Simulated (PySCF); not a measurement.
## Which determinant of Se₂ lies lowest?

Unrestricted PBE0; Se def2-TZVPP; no relativity (PySCF 2.14). Outer shells of the fragments: Se 3d10 4s2 4p4; Se 3d10 4s2 4p4.

Followed along the bond (rough minima from three points):

```tsv
2Ms+1	unpaired	⟨S²⟩ at the start	R at minimum (Å)	Te (eV)
3	π ↑↑	2.01	2.17	0.00
1	π ↑↓	1.01	2.17	0.22
1	none	0.00	2.17	0.96
5	σ ↑, π ↑↑↑	6.01	none in the scan	≤ 3.65
```

Solutions found at the starting distance of 2.230 Å, counted from the lowest of them; the search is not exhaustive and high or unbound solutions are not listed, so other states can lie among these:

```json
{"2Ms+1": "3", "unpaired": "π ↑↑", "term": "³Σ⁻", "E (eV)": "0.00", "⟨S²⟩": "2.01", "⟨Lz²⟩": "0.00"}
{"2Ms+1": "1", "unpaired": "π ↑↓", "term": "mixed", "E (eV)": "0.22", "⟨S²⟩": "1.01", "⟨Lz²⟩": "2.02"}
{"2Ms+1": "1", "unpaired": "none", "term": "mixed", "E (eV)": "0.96", "⟨S²⟩": "0.00", "⟨Lz²⟩": "2.01"}
{"2Ms+1": "3", "unpaired": "π ↑↑", "term": "mixed", "E (eV)": "2.28", "⟨S²⟩": "2.01", "⟨Lz²⟩": "2.02"}
{"2Ms+1": "3", "unpaired": "σ ↑, π ↑", "term": "³Π", "E (eV)": "3.71", "⟨S²⟩": "2.01", "⟨Lz²⟩": "1.01"}
{"2Ms+1": "3", "unpaired": "σ ↑, π ↑", "term": "³Π", "E (eV)": "3.86", "⟨S²⟩": "2.01", "⟨Lz²⟩": "1.01"}
```

A term symbol is given only where ⟨S²⟩ and ⟨Lz²⟩ are close to those of a pure state; real π, δ and φ orbitals otherwise mix terms, and g/u labels are left off.

Spin–orbit coupling is left out. Counting both spins, an empty level lies below a filled one in some of these solutions, because spin and occupation are held.
